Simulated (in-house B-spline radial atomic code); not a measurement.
# Co3+: [He] 2s1 (2p1/2)2 (2p3/2)3 3s2 3p6 3d8 (with a hole in an inner shell)

Computed with an all-electron radial atomic-structure program (B-spline basis): Dirac-Hartree-Fock, average of the jj configuration, Fermi nucleus of rms radius 3.7875 fm.

Z_r = [3n² - l(l+1)]/(2<r>); Z_e = n√(-2ε); the last column is Slater's effective charge. Values are occupation-weighted means over j.

```csv
shell,electrons,ε (eV),<r> (bohr),Z_r,Z_e,Slater
1s,2,-7950,0.0561,26.74,24.17,26.70
2s,1,-1072.4,0.2507,23.93,17.76,23.55
2p,5,-938.3,0.2194,22.79,16.61,23.55
3s,2,-173.01,0.7405,18.23,10.70,17.45
3p,6,-130.8,0.7647,16.35,9.30,17.45
3d,8,-62.688,0.8346,12.58,6.44,8.55
```

The least bound orbital is 3d5/2 at -62.34 eV, and it is also the most diffuse (<r> = 0.8384 bohr). The part-filled 2s shell lies below the filled 3p shell in orbital energy.

For the 1s electron the small component carries 0.947 % of the norm, the zero-frequency Breit interaction raises the level by 9.122 eV, self-energy by 4.698 eV, and vacuum polarisation lowers it by 0.4092 eV.
